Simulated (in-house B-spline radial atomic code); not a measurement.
Ge³⁺. Computed with a B-spline radial atomic code. Model: all-electron spherical atom, spin shells full or empty, radial basis limit, no spin-orbit coupling, Breit or QED, empty-state partial waves extrapolated as (l+1/2)^-4, RPA, G0W0 and static COHSEX of the highest shell as one setting changes (uncorrelated shells keep exact exchange).

Empty levels are discrete states of a finite basis, so the steps are uneven.

Given: element Ge; charge 3; filled core Ar; hamiltonian one-electron scalar X2C; mean-field start Hartree-Fock; highest l of empty states 9; nuclear rms radius 4.0742 fm; lowest nl shells left uncorrelated 3; highest mean-field shell 4s up; box radius 14.14 bohr.

Shell: 3d 5 5, 4s 1 0 (electrons up and down).

| highest empty level kept (hartree) | RPA correlation energy (hartree) | G0W0 level (eV) | G0W0 minus most complete (meV) | COHSEX level (eV) | linearised minus solved G0W0 (meV) |
| --- | --- | --- | --- | --- | --- |
| 5.33 | -0.30125 | -45.749 | 354.8 | -46.469 | 0.2 |
| 10.67 | -0.53216 | -45.912 | 191.7 | -46.742 | 0.2 |
| 18.67 | -0.74228 | -45.993 | 110.8 | -46.911 | 0.3 |
| 32 | -0.94455 | -46.043 | 61.5 | -47.034 | 0.3 |
| 53.33 | -1.0564 | -46.064 | 40 | -47.093 | 0.3 |
| 96 | -1.1706 | -46.089 | 14.7 | -47.171 | 0.3 |
| 160 | ? | ? | ? | ? | ? |
| 320 | -1.2242 | -46.103 | 1.6 | -47.207 | 0.3 |
| 640 | ? | ? | ? | ? | ? |
| 1333.3 | -1.2293 | -46.104 | 0.1 | -47.212 | 0.3 |
| 3200 | -1.2295 | -46.104 | 0 | -47.212 | 0.3 |
| 10667 | -1.2295 | -46.104 | 0 | -47.212 | 0.3 |

(1) What follows for highest empty level kept = 160?

(2) What follows for highest empty level kept = 640?

Answers

(1) RPA correlation energy -1.2065 hartree; G0W0 level -46.098 eV; G0W0 minus most complete 6.5 meV; COHSEX level -47.192 eV; linearised minus solved G0W0 0.3 meV.

(2) RPA correlation energy -1.2284 hartree; G0W0 level -46.104 eV; G0W0 minus most complete 0.4 meV; COHSEX level -47.211 eV; linearised minus solved G0W0 0.3 meV.
